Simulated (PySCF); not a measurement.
**One molecule, a ladder of functionals, a line**

Molecule: `BB(C)NC`, C₂H₉B₂N.

Cartesian coordinates in Å; atom numbers follow the order of the lines, from 1:
```xyz
14

B    -1.855    1.259   -0.051
B    -0.510    0.284    0.226
C    -0.856   -1.265    0.401
N     0.818    0.727    0.295
C     2.011   -0.053    0.511
H    -2.327    1.405   -1.161
H    -2.504    1.753    0.849
H    -0.447   -1.838   -0.450
H    -0.409   -1.680    1.320
H    -1.936   -1.481    0.439
H     1.008    1.715    0.174
H     2.681   -0.042   -0.368
H     1.748   -1.100    0.709
H     2.591    0.313    1.375
```

GIAO shieldings (ppm, equivalent atoms averaged) in PySCF on the PBE0-D3(BJ)/def2-SVP geometry, basis pcSseg-1, gas phase, non-relativistic:

| functional | exact exchange (%) | σ(B1) | σ(B2) | σ(C5) | σ(N4) |
| --- | --- | --- | --- | --- | --- |
| BLYP | 0 | -10.4 | 41.8 | 142.8 | 136.3 |
| BP86 | 0 | -7.1 | 45.5 | 147.2 | 141.1 |
| PBE | 0 | -10.1 | 44.8 | 147.9 | 140.0 |
| B3LYP | 20 | -5.7 | 44.9 | 147.4 | 144.3 |
| PBE0 | 25 | -3.2 | 48.6 | 152.9 | 149.4 |
| mPW1PW91 | 25 | -1.6 | 48.6 | 151.9 | 148.9 |
| HF | 100 | 19.8 | 59.9 | 161.9 | 172.1 |

**Question.** Fit each shielding as a line in the percentage of exact exchange.

**Answer.** σ(B1) = -9.7 + 0.29 x (rms 1.3 ppm); σ(B2) = 43.8 + 0.16 x (rms 1.4 ppm); σ(C5) = 146.4 + 0.16 x (rms 2.1 ppm); σ(N4) = 139.4 + 0.33 x (rms 1.7 ppm). The functionals also differ in their semilocal parts, which the line can't hold; Hartree–Fock has no correlation at all.

**Question.** What does the line predict for BHandHLYP (50 %), and what does the run give?

**Answer.** σ(B1): 4.8 predicted, 2.1 computed; σ(B2): 51.8 predicted, 49.7 computed; σ(C5): 154.4 predicted, 153.2 computed; σ(N4): 155.9 predicted, 155.2 computed ppm.
